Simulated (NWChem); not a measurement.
[CH3][Be][SeH] (CH4BeSe), optimised at PBE0/def2-SVP with NWChem:

- highest occupied level (eV) = -7.09
- orbital gap (eV) = 6.58
- dipole (D) = 1.07
- highest harmonic frequency (cm⁻¹) = 3133
- zero-point energy (kcal/mol) = 27.9

All stand in one matching conformer (torsions within 35°), which need not be the lowest. This build's default masses of Se (78.918 u) and Br (79.917 u) are each other's, which moves their modes by up to 0.6 %.

Task: One Be atom is replaced by Mg, giving [SeH][Mg][CH3] (CH$_{4}$MgSe), optimised at the same level. How do these values move?

Result: 
| quantity | new value | change |
|---|---|---|
| highest occupied level (eV) | -6.54 | +0.55 |
| orbital gap (eV) | 5.64 | -0.94 |
| dipole (D) | 1.61 | +0.54 |
| highest harmonic frequency (cm⁻¹) | 3142 | +9 |
| zero-point energy (kcal/mol) | 26.4 | -1.5 |
